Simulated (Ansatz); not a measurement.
Consider the ligand exchange at the Si–C bond: `CC(C)[Si](Cl)(C(C)C)C(C)C` + HCl → `CC(C)[Si](Cl)(Cl)C(C)C` + propane.

Calculated with Ansatz (gas phase, PBE0-D4/def2-TZVP geometries, no zero-point term in ΔE). CBS: MP2 limit from def2 TZ/QZ plus the TZ coupled-cluster correction, frozen cores. This one scheme is used for every species. DFT in def2-TZVPP. One conformer a species, not always the lowest.

Problem. Is it downhill or uphill in electronic energy at CCSD(T)/CBS, and by how much? (Best estimate.)

Solution. Computed: Downhill: ΔE = -115.8 kJ/mol.

Problem. What do these levels give: r2SCAN, SCS-MP2/def2-TZVPP, CCSD(T)/def2-TZVPP, HF/CBS(def2), MP2/CBS(def2), CCSD/CBS(def2)? (Best estimate.)

Solution. Ansatz gave: r2SCAN -129.2, SCS-MP2/def2-TZVPP -119.3, CCSD(T)/def2-TZVPP -111.6, HF/CBS(def2) -149.9, MP2/CBS(def2) -118.8, CCSD/CBS(def2) -120.3 kJ/mol.

Largest T1 diagnostic among the species: 0.009.

In def2-TZVPP, CCSD(T) changes the Hartree–Fock value by +38.4 kJ/mol (the triples alone add +4.5 kJ/mol) and MP2 by +35.4 kJ/mol. The D4 term adds +18.8 kJ/mol with B3LYP and +12.0 kJ/mol with PBE0; it sums over pairs of atoms, weighted by their polarisabilities, and B3LYP, whose exchange is more repulsive, gets the larger term.

B3LYP here is the variant with VWN-RPA as its local correlation; programs differ in this.
